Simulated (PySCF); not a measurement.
# Two-component Hartree-Fock for Hg⁵⁶⁺ (mercury, charge +56)

Start: [Ar] 3d6; 3d3/2 filled at m_j = -3/2, -1/2, +1/2, +3/2; 3d5/2 filled at m_j = +3/2, +5/2. Calculated with PySCF 2.14 in an uncontracted even-tempered set (15 s from 16 bohr⁻², ratio 2.8; 13 p from 21 bohr⁻², ratio 2.8; 8 d from 21 bohr⁻², ratio 2.8; 3 f from 73 bohr⁻², ratio 3): generalised Hartree-Fock with the X2C-1e Hamiltonian and a Gaussian nucleus; one run each with spin-orbit coupling (SO) switched off, then screened by Boettger's factors.

```tsv
spinor shell	electrons	ε, spin-free (eV)	ε, screened SO (eV)	weight of nominal j (screened SO)	rms radius, screened SO (bohr)
1s1/2	2	-87240.8	-87202.7	1.000	0.0187
2s1/2	2	-18537.3	-18522.9	1.000	0.0752
2p1/2	2	-16502.7	-17926.1	1.000	0.0636
3s1/2	2	-6853.4	-6848.9	1.000	0.186
3p1/2	2	-6244.4	-6605.8	1.000	0.177
3p3/2	4	-6244.4	-6097.9	1.000	0.193
3d3/2	4	-5694.0	-5746.7	0.995	0.165
3d5/2	2	-5694.0	-5642.2	0.995	0.169
```

Task: Where does 2p3/2 lie, and what is the 2p spin-orbit splitting (screened SO)?

Result: At -15939.4 eV, 1986.7 eV above 2p1/2.

```json
{"quantity": "E (hartree)", "spin-free": "-16752.79676", "screened SO": "-16788.96778"}
{"quantity": "M_J", "spin-free": "4", "screened SO": "4"}
{"quantity": "⟨J²⟩", "spin-free": "20.000", "screened SO": "20.004"}
{"quantity": "⟨L²⟩", "spin-free": "6.000", "screened SO": "13.290"}
{"quantity": "⟨S²⟩", "spin-free": "6.000", "screened SO": "2.807"}
```

Each row is a mean over spinors that exchange with the open shell spreads, by up to 43.106 eV (3p3/2).

Breit and QED terms are absent; they matter most for the inner s and p1/2 levels.

Densities and radii are taken from the X2C orbitals without a picture-change correction, which distorts them close to the nucleus.

Without spin-orbit coupling the j labels of p, d and f shells carry no meaning; the spin-free column gives the mean over the occupied spinors of each nl shell.
